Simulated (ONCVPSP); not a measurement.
**u(r) = r·R(r): atom against pseudo-atom (Ga)**

Columns: radius, all-electron u(r) and pseudo u(r) of the 3d shell (level -19.40 eV) of gallium in the configuration [Ne] 3s2 3p6 3d10 4s2 4p1; LDA (Perdew-Zunger), scalar-relativistic, ONCV scheme, ONCVPSP 4.0.1.

```json
{"r (bohr)": "0.055", "all-electron": "0.0366", "pseudo": "0.0072"}
{"r (bohr)": "0.110", "all-electron": "0.1757", "pseudo": "0.0535"}
{"r (bohr)": "0.165", "all-electron": "0.3757", "pseudo": "0.1633"}
{"r (bohr)": "0.220", "all-electron": "0.5826", "pseudo": "0.3379"}
{"r (bohr)": "0.275", "all-electron": "0.7633", "pseudo": "0.5547"}
{"r (bohr)": "0.330", "all-electron": "0.9039", "pseudo": "0.7779"}
{"r (bohr)": "0.385", "all-electron": "1.0022", "pseudo": "0.9707"}
{"r (bohr)": "0.440", "all-electron": "1.0622", "pseudo": "1.1072"}
{"r (bohr)": "0.495", "all-electron": "1.0904", "pseudo": "1.1780"}
{"r (bohr)": "0.550", "all-electron": "1.0938", "pseudo": "1.1897"}
{"r (bohr)": "0.605", "all-electron": "1.0791", "pseudo": "1.1598"}
{"r (bohr)": "0.660", "all-electron": "1.0514", "pseudo": "1.1070"}
{"r (bohr)": "0.715", "all-electron": "1.0150", "pseudo": "1.0466"}
{"r (bohr)": "0.770", "all-electron": "0.9730", "pseudo": "0.9874"}
{"r (bohr)": "0.825", "all-electron": "0.9278", "pseudo": "0.9326"}
{"r (bohr)": "0.880", "all-electron": "0.8810", "pseudo": "0.8820"}
{"r (bohr)": "0.935", "all-electron": "0.8340", "pseudo": "0.8340"}
{"r (bohr)": "0.990", "all-electron": "0.7875", "pseudo": "0.7874"}
{"r (bohr)": "1.045", "all-electron": "0.7422", "pseudo": "0.7420"}
{"r (bohr)": "1.100", "all-electron": "0.6984", "pseudo": "0.6982"}
{"r (bohr)": "1.155", "all-electron": "0.6563", "pseudo": "0.6562"}
{"r (bohr)": "1.210", "all-electron": "0.6162", "pseudo": "0.6160"}
{"r (bohr)": "1.265", "all-electron": "0.5780", "pseudo": "0.5779"}
{"r (bohr)": "1.320", "all-electron": "0.5419", "pseudo": "0.5418"}
{"r (bohr)": "1.375", "all-electron": "0.5077", "pseudo": "0.5076"}
{"r (bohr)": "1.430", "all-electron": "0.4755", "pseudo": "0.4755"}
```

Question: How many radial nodes do the two functions have?

Answer: The all-electron 3d function has n − l − 1 = 0; the pseudo-wave has 0.

Question: At about which radius was the pseudo-wave matched?

Answer: 1.00 bohr. The columns agree to 0.0005 from 0.94 bohr on; several derivatives are matched, so the curves merge somewhat inside the radius.

Question: Is the pseudo-wave norm-conserving?

Answer: Yes: the ONCV scheme keeps the norm inside the radius equal to the all-electron one, which fixes the energy derivative of the logarithmic derivative at the level.
